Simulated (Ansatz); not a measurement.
FK, charge +1, doublet, at the geometry of the source list (a state made from the parent by changing its charge; the spin is typed, not shown lowest); R2SCAN/def2-SVPD (Ansatz, a program for electronic structure).

Here is a job for Ansatz.
Ansatz 0.2 input:
```yaml
crystal:
  periodic: [false, false, false]
  atoms:
    - {symbol: K, position_ang: [-0.53980000, -0.44520000, -0.72920000]}
    - {symbol: F, position_ang: [0.53980000, 0.44520000, 0.72920000]}
basis:
  gaussian:
    orbitals: def2-SVPD
hamiltonian:
  xc: r2scan
total_charge: 1
magnetization: {spin_polarized: true, initial_magnetization: 1}
```

Task: Write the output that Ansatz gives for this input, abridged.

Result: 
```
Functional definition: r2SCAN
483 factors; their error is unknown
mean field evaluation 1: about -18990.8777 eV, gradient 8.5e1 eV
mean field evaluation 2: about -18687.5768 eV, gradient 1.4e2 eV
mean field evaluation 4: about -19025.6583 eV, gradient 1.7e1 eV
mean field evaluation 8: about -19026.7856 eV, gradient 1.1e-1 eV
mean field evaluation 16: about -19026.7598 eV, gradient 6.4e-5 eV
mean field -19026.75977296 eV, -699.2205248552 hartree, gradient 1.2e-5 eV, S^2 0.752190; 1 other end points of the search recorded, 0 dependent functions left out
reference -19026.75978491 eV, -699.2205252946 hartree; 14, 13 occupied and 36, 37 virtual orbitals, 483 factors
Total energy: -19026.75978491 eV, -699.2205252946 hartree
```
